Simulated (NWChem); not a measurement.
System: CrHO3Br; SMILES [O]=[Cr](=[O])([OH])[Br]

Input file for NWChem:

```
start job
memory heap 200 mb stack 900 mb global 1100 mb
geometry units angstroms
  Cr    -0.021701    -0.672160     0.000000
  O      0.690444    -1.224549     1.237688
  O      0.690444    -1.224549    -1.237688
  Br     0.181808     1.595383     0.000000
  O     -1.664091    -1.142990     0.000000
  H     -2.008197    -2.045604     0.000000
end
basis spherical
  * library 3-21g
end
dft
  xc b3lyp
  iterations 150
end
driver
  maxiter 120
end
task dft optimize
```

B3LYP is NWChem's, with the RPA form of VWN correlation.

The level has its own optimisation. Brackets give each atom's bonded neighbours.

**Question.** What results follow from this input? (B3LYP/3-21G.) Quantities: r Cr–O [Cr(BrOOO)–O(Cr)] (Å); r Br–Cr (Å); r Cr–O [Cr(BrOOO)–O(CrH)] (Å); r H–O (Å); dipole (D).

**Answer.** 
```yaml
r Cr–O [Cr(BrOOO)–O(Cr)] (Å): 1.559
r Br–Cr (Å): 2.340
r Cr–O [Cr(BrOOO)–O(CrH)] (Å): 1.689
r H–O (Å): 0.983
dipole (D): 3.51
```
